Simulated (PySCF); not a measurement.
Isomers of C4H8F2O2Si, mass 154.026 u with the commonest isotopes. Method used: PBE0-D3(BJ)/def2-SVP geometry optimisation, gas phase (PySCF). One conformer each, none proved a minimum here; rigid rotors.

Question: Order these by rotational constant C, largest first.
A. `[F:1][CH:2]([F:3])[O:4][C@H:5]1[CH2:6][CH2:7][SiH2:8][O:9]1` with F1–C2–O4–C5 -77°, C2–O4–C5–C6 177°, O4–C5–C6–C7 76°, C5–C6–C7–Si8 33°, C6–C7–Si8–O9 -15°, C7–Si8–O9–C5 -8°
B. `[F:1][CH:2]([F:3])[C@H:4]1[CH2:5][CH2:6][O:7][SiH2:8][O:9]1` with F1–C2–C4–C5 -65°, C2–C4–C5–C6 71°, C4–C5–C6–O7 55°, C5–C6–O7–Si8 -45°, C6–O7–Si8–O9 29°
C. `[F:1][CH:2]([F:3])[CH:4]1[CH2:5][O:6][SiH2:7][O:8][CH2:9]1` with F1–C2–C4–C5 63°, C2–C4–C5–O6 178°, C4–C5–O6–Si7 50°, C5–O6–Si7–O8 -39°, O6–Si7–O8–C9 39°
D. `[O:1]=[C:2]([O:3][SiH3:4])[CH:5]([CH2:6][F:7])[CH2:8][F:9]` with O1–C2–O3–Si4 -1°, O1–C2–C5–C6 7°, C2–C5–C6–F7 -175°, C2–C5–C8–F9 -59°
E. `[F:1][CH2:2][C@@H:3]1[O:4][SiH2:5][O:6][C@@H:7]1[CH2:8][F:9]` with F1–C2–C3–O4 64°, O6–C7–C8–F9 -179°, C2–C3–O4–Si5 -97°, C3–O4–Si5–O6 -14°, O4–Si5–O6–C7 -6°, Si5–O6–C7–C8 147°
F. `[F:1][CH:2]([F:3])[O:4][C@@H:5]1[CH2:6][CH2:7][O:8][SiH2:9]1` with F1–C2–O4–C5 -162°, C2–O4–C5–C6 -81°, O4–C5–C6–C7 -76°, C5–C6–C7–O8 -43°, C6–C7–O8–Si9 27°, C7–O8–Si9–C5 -3°
G. `[F:1][CH2:2][C@@H:3]1[O:4][SiH2:5][O:6][C@H:7]1[CH2:8][F:9]` with F1–C2–C3–O4 67°, O6–C7–C8–F9 -177°, C2–C3–O4–Si5 -96°, C3–O4–Si5–O6 -16°, O4–Si5–O6–C7 -1°, Si5–O6–C7–C8 -106°

Answer: B (1010 MHz), E (956.7 MHz), G (903.0 MHz), A (772.8 MHz), C (747.6 MHz), F (713.1 MHz), D (640.0 MHz).

Question: Order these by rotational constant B, smallest first.
A. `[F:1][CH2:2][C@@H:3]1[O:4][SiH2:5][O:6][C@H:7]1[CH2:8][F:9]` with F1–C2–C3–O4 67°, O6–C7–C8–F9 -177°, C2–C3–O4–Si5 -96°, C3–O4–Si5–O6 -16°, O4–Si5–O6–C7 -1°, Si5–O6–C7–C8 -106°
B. `[O:1]=[C:2]([O:3][SiH3:4])[CH:5]([CH2:6][F:7])[CH2:8][F:9]` with O1–C2–O3–Si4 -1°, O1–C2–C5–C6 7°, C2–C5–C6–F7 -175°, C2–C5–C8–F9 -59°
C. `[F:1][CH:2]([F:3])[O:4][C@@H:5]1[CH2:6][CH2:7][O:8][SiH2:9]1` with F1–C2–O4–C5 -162°, C2–O4–C5–C6 -81°, O4–C5–C6–C7 -76°, C5–C6–C7–O8 -43°, C6–C7–O8–Si9 27°, C7–O8–Si9–C5 -3°
D. `[F:1][CH:2]([F:3])[CH:4]1[CH2:5][O:6][SiH2:7][O:8][CH2:9]1` with F1–C2–C4–C5 63°, C2–C4–C5–O6 178°, C4–C5–O6–Si7 50°, C5–O6–Si7–O8 -39°, O6–Si7–O8–C9 39°
E. `[F:1][CH:2]([F:3])[C@H:4]1[CH2:5][CH2:6][O:7][SiH2:8][O:9]1` with F1–C2–C4–C5 -65°, C2–C4–C5–C6 71°, C4–C5–C6–O7 55°, C5–C6–O7–Si8 -45°, C6–O7–Si8–O9 29°
F. `[F:1][CH2:2][C@@H:3]1[O:4][SiH2:5][O:6][C@@H:7]1[CH2:8][F:9]` with F1–C2–C3–O4 64°, O6–C7–C8–F9 -179°, C2–C3–O4–Si5 -97°, C3–O4–Si5–O6 -14°, O4–Si5–O6–C7 -6°, Si5–O6–C7–C8 147°

Answer: B (737.4 MHz), C (828.0 MHz), D (847.3 MHz), E (1122 MHz), F (1157 MHz), A (1185 MHz).

Question: Order these by radius of gyration √(Σ m r²/M), largest first.
A. `[F:1][CH:2]([F:3])[C@H:4]1[CH2:5][CH2:6][O:7][SiH2:8][O:9]1` with F1–C2–C4–C5 -65°, C2–C4–C5–C6 71°, C4–C5–C6–O7 55°, C5–C6–O7–Si8 -45°, C6–O7–Si8–O9 29°
B. `[F:1][CH2:2][C@@H:3]1[O:4][SiH2:5][O:6][C@H:7]1[CH2:8][F:9]` with F1–C2–C3–O4 67°, O6–C7–C8–F9 -177°, C2–C3–O4–Si5 -96°, C3–O4–Si5–O6 -16°, O4–Si5–O6–C7 -1°, Si5–O6–C7–C8 -106°
C. `[F:1][CH2:2][C@@H:3]1[O:4][SiH2:5][O:6][C@@H:7]1[CH2:8][F:9]` with F1–C2–C3–O4 64°, O6–C7–C8–F9 -179°, C2–C3–O4–Si5 -97°, C3–O4–Si5–O6 -14°, O4–Si5–O6–C7 -6°, Si5–O6–C7–C8 147°
D. `[F:1][CH:2]([F:3])[CH:4]1[CH2:5][O:6][SiH2:7][O:8][CH2:9]1` with F1–C2–C4–C5 63°, C2–C4–C5–O6 178°, C4–C5–O6–Si7 50°, C5–O6–Si7–O8 -39°, O6–Si7–O8–C9 39°
E. `[O:1]=[C:2]([O:3][SiH3:4])[CH:5]([CH2:6][F:7])[CH2:8][F:9]` with O1–C2–O3–Si4 -1°, O1–C2–C5–C6 7°, C2–C5–C6–F7 -175°, C2–C5–C8–F9 -59°
F. `[F:1][CH:2]([F:3])[O:4][C@@H:5]1[CH2:6][CH2:7][O:8][SiH2:9]1` with F1–C2–O4–C5 -162°, C2–O4–C5–C6 -81°, O4–C5–C6–C7 -76°, C5–C6–C7–O8 -43°, C6–C7–O8–Si9 27°, C7–O8–Si9–C5 -3°

Answer: E (2.328 Å), F (2.208 Å), D (2.165 Å), B (2.024 Å), C (1.978 Å), A (1.946 Å).

| SMILES | point group | Ia (u·Å²) | Ib (u·Å²) | Ic (u·Å²) | κ | μa (D) | μb (D) | μc (D) |
| --- | --- | --- | --- | --- | --- | --- | --- | --- |
| O=C(O[SiH3])C(CF)CF | C1 | 194.44 | 685.39 | 789.71 | -0.90 | 1.51 | 0.33 | 1.85 |
| FC(F)C1CO[SiH2]OC1 | C1 | 171.22 | 596.47 | 675.98 | -0.91 | 0.19 | 1.08 | 0.43 |
| FC[C@@H]1O[SiH2]O[C@@H]1CF | C1 | 240.31 | 436.80 | 528.26 | -0.65 | 0.14 | 0.08 | 0.63 |
| FC(F)O[C@@H]1CCO[SiH2]1 | C1 | 183.45 | 610.33 | 708.71 | -0.89 | 0.37 | 0.31 | 2.68 |
| FC(F)O[C@H]1CC[SiH2]O1 | C1 | 183.93 | 620.46 | 653.96 | -0.96 | 2.83 | 0.59 | 0.08 |
| FC[C@@H]1O[SiH2]O[C@H]1CF | C1 | 275.64 | 426.32 | 559.64 | -0.39 | 0.28 | 0.15 | 0.52 |
| FC(F)[C@H]1CCO[SiH2]O1 | C1 | 215.40 | 450.33 | 500.47 | -0.83 | 0.86 | 0.34 | 1.11 |
